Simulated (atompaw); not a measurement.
Cutoff test, chromium (Cr), PAW (atompaw)

Cr, PAW, made with atompaw 4.2.0.5 (PBE, scalar-relativistic). Core [Ne], reference 3s2 3p6 3d5 4s0 4p0 (charge +1). Waves: 3s (bound): rc 1.10 bohr; 4s (bound, empty): rc 2.45 bohr; 3p (bound): rc 0.95 bohr; 4p (bound, empty): rc 1.75 bohr; 3d (bound): rc 2.45 bohr; 3d channel at 2.15 Ry: rc 2.45 bohr. Local part: bessel scheme, radius 2.05 bohr. Core correction: smooth core density matched at 1.85 bohr. Augmentation charge: besselshape compensation charge, radius 2.05 bohr; PAW radius 2.45 bohr; waves and projectors: custom rrkj vanderbiltortho.

The pseudo-atom Hamiltonian at the reference potential is diagonalised in spherical Bessel functions j_l(qr) that vanish at 20 bohr, with q² up to the cutoff. All-electron valence levels (Ry): 3s -5.9522, 4s -0.7314, 3p -3.8568, 4p -0.4410, 3d -0.7258.

Question: How do the lowest levels (Ry) of each channel move with the cutoff, and are there ghosts?

Answer:

```csv
cutoff (Ry),s #1,s #2,p #1,p #2,p #3,d #1,d #2,f #1,f #2,Σ f·Δε (mRy)
8,-4.3235,-0.7313,-3.1144,-0.3451,-0.1142,-0.4616,-0.1508,-0.0529,0.0461,9032.2
21,-5.8867,-0.7315,-3.4459,-0.3752,-0.1224,-0.7255,-0.1528,-0.0529,0.0461,2597.2
40,-5.9506,-0.7315,-3.7351,-0.4383,-0.1387,-0.7258,-0.1528,-0.0529,0.0461,733.0
70,-5.9520,-0.7315,-3.8518,-0.4409,-0.1393,-0.7258,-0.1528,-0.0529,0.0461,29.8
110,-5.9521,-0.7315,-3.8564,-0.4410,-0.1393,-0.7258,-0.1528,-0.0529,0.0461,2.0
200,-5.9521,-0.7315,-3.8567,-0.4410,-0.1393,-0.7258,-0.1528,-0.0529,0.0461,0.3
400,-5.9521,-0.7315,-3.8567,-0.4410,-0.1393,-0.7258,-0.1528,-0.0529,0.0461,0.0
```

Result: no extra level below or beside the all-electron valence levels (s, p, d, f tested); 10 mRy is reached at 80 Ry and 1 mRy at 160 Ry.
